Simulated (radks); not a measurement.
Species: N. Configuration: [He] 2p5 (not the ground configuration). Method: scalar-relativistic Kohn-Sham, SOGGA, spin-polarised, spherical densities, finite nucleus; open shells are filled with parallel spins first; Fermi nuclear charge, rms radius 2.5582 fm; computed with a radial shooting solver on a logarithmic mesh with Libxc functionals.

Radial electron density D(r) = 4 pi r^2 rho(r):

| r (bohr) | D(r) (e/bohr) | spin D(r) |
|---|---|---|
| 0.007169 | 0.1154 | -0.000115 |
| 0.007954 | 0.1405 | -0.000139 |
| 0.008897 | 0.1734 | -0.000172 |
| 0.009872 | 0.2105 | -0.000209 |
| 0.01095 | 0.2552 | -0.000252 |
| 0.01215 | 0.3089 | -0.000305 |
| 0.0136 | 0.3786 | -0.000373 |
| 0.01509 | 0.4564 | -0.000448 |
| 0.01674 | 0.5490 | -0.000537 |
| 0.01872 | 0.6678 | -0.000650 |
| 0.02077 | 0.7988 | -0.000773 |
| 0.02305 | 0.9525 | -0.000916 |
| 0.02558 | 1.132 | -0.00108 |
| 0.02861 | 1.357 | -0.00128 |
| 0.03174 | 1.599 | -0.00148 |
| 0.03522 | 1.875 | -0.00170 |
| 0.0394 | 2.213 | -0.00195 |
| 0.04372 | 2.566 | -0.00218 |
| 0.04851 | 2.955 | -0.00240 |
| 0.05382 | 3.380 | -0.00257 |
| 0.0602 | 3.872 | -0.00267 |
| 0.0668 | 4.352 | -0.00261 |
| 0.07412 | 4.845 | -0.00235 |
| 0.08291 | 5.374 | -0.00171 |
| 0.09199 | 5.845 | -0.000635 |
| 0.1021 | 6.276 | 0.00108 |
| 0.1133 | 6.643 | 0.00368 |
| 0.1267 | 6.940 | 0.00781 |
| 0.1406 | 7.102 | 0.0133 |
| 0.156 | 7.135 | 0.0208 |
| 0.1745 | 7.013 | 0.0318 |
| 0.1936 | 6.752 | 0.0454 |
| 0.2148 | 6.358 | 0.0629 |
| 0.2383 | 5.854 | 0.0851 |
| 0.2666 | 5.228 | 0.115 |
| 0.2958 | 4.616 | 0.149 |
| 0.3282 | 4.025 | 0.190 |
| 0.3671 | 3.463 | 0.242 |
| 0.4074 | 3.051 | 0.297 |
| 0.452 | 2.768 | 0.357 |
| 0.5016 | 2.619 | 0.423 |
| 0.561 | 2.594 | 0.495 |
| 0.6225 | 2.668 | 0.560 |
| 0.6907 | 2.795 | 0.618 |
| 0.7726 | 2.943 | 0.667 |
| 0.8572 | 3.051 | 0.695 |
| 0.9512 | 3.097 | 0.703 |
| 1.055 | 3.063 | 0.687 |
| 1.181 | 2.928 | 0.644 |
| 1.31 | 2.716 | 0.584 |
| 1.453 | 2.436 | 0.508 |
| 1.626 | 2.081 | 0.417 |
| 1.804 | 1.728 | 0.330 |
| 2.002 | 1.379 | 0.248 |
| 2.221 | 1.054 | 0.175 |
| 2.484 | 0.7503 | 0.112 |
| 2.756 | 0.5201 | 0.0678 |
| 3.059 | 0.3426 | 0.0374 |
| 3.421 | 0.2059 | 0.0171 |
| 3.796 | 0.1210 | 0.00671 |
| 4.212 | 0.06669 | 0.00161 |
| 4.674 | 0.03417 | -0.000391 |
| 5.228 | 0.01517 | -0.000828 |
| 5.801 | 0.006493 | -0.000643 |

D(r) has 2 maxima, at r = 0.152, 0.959 bohr, and minima at 0.543 bohr, inside which lie 2.32 electrons.
